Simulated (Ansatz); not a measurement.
Species: CH₄GeN, charge 0, doublet. CH4GeN (SMILES [N](/[GeH3])=[C]\[H], doublet).
B3LYP-D3(BJ)/def2-TZVP minimum from Ansatz (an electronic-structure program):
```
N
C 1 1.2228
H 2 1.1023 1 125.40
Ge 1 1.8845 2 127.21 3 -180.00
H 4 1.5339 1 105.70 2 121.18
H 4 1.5339 5 110.90 1 -114.09
H 4 1.5381 5 111.78 6 -125.48
```
Charge 0, spin multiplicity 2.

Atomisation energy term by term, kcal/mol (programs: Ansatz). UHF or UKS for unpaired electrons; spin-orbit terms are left out. Correlated methods leave the cores frozen (noble-gas shells, and filled d and f shells in the p block). No relativity. CBS(X,Y): correlation extrapolated as X^-3, Hartree-Fock from the larger set. A bracket is a step between two methods taken in the basis named. For partners of very few electrons the exact lower level stands in for a higher one. The UHF reference of CH4GeN ([H]/[C]=[N]/[GeH3], doublet) is spin-contaminated (<S^2> up to 0.04 over the pure value in the sets run).

| term | basis | kcal/mol |
|---|---|---|
| Hartree-Fock | cc-pVQZ | 355.18 |
| CCSD correlation | CBS(cc-pVTZ,cc-pVQZ) | 155.10 |
| (T) | CBS(cc-pVTZ,cc-pVQZ) | 10.94 |
| CCSDT(Q) - CCSD(T) | cc-pVDZ | 0.96 |
| sum: De |  | 522.2 |
